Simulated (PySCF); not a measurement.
disilinane (C4H12Si2), SMILES C1C[SiH2][SiH2]CC1.

Geometry optimised at TPSSh-D3(BJ)/def2-SVP. The values are those of a single conformer.

These are TDA-LC-ωPBE/def2-SVPD (PySCF 2.14.0) values and carry that method's errors.

Vertical excitations. Isolated molecule, no solvent. State labels are in the subgroup C2.

Estimate the UV-visible absorptions. (Estimate from the structure and the level; the computed values follow.)


| state | symmetry | energy (eV) | λ (nm) | f | main pairs |
|---|---|---|---|---|---|
| S1 | A | 7.14 | 174 | 0.061 | HOMO→LUMO 61 %, HOMO→LUMO+2 17 % |
| S2 | B | 7.28 | 170 | 0.041 | HOMO→LUMO+3 51 %, HOMO→LUMO+1 37 % |
| S3 | A | 8.01 | 155 | 0.000 | HOMO→LUMO+2 68 %, HOMO→LUMO 14 % |
| S4 | B | 8.04 | 154 | 0.107 | HOMO→LUMO+1 37 %, HOMO→LUMO+3 20 %, HOMO−1→LUMO 19 %, HOMO→LUMO+8 9 % |
| S5 | B | 8.24 | 150 | 0.340 | HOMO−1→LUMO 55 %, HOMO→LUMO+3 12 %, HOMO→LUMO+1 9 % |
| S6 | A | 8.32 | 149 | 0.022 | HOMO−1→LUMO+1 42 %, HOMO−1→LUMO+3 39 % |
| T1 | B | 6.19 | 200 | 0 | HOMO→LUMO+3 53 %, HOMO→LUMO+1 32 % |
| T2 | A | 6.20 | 200 | 0 | HOMO→LUMO 51 %, HOMO→LUMO+2 20 %, HOMO→LUMO+10 12 %, HOMO→LUMO+4 8 % |
Triplets are in the Tamm–Dancoff approximation.
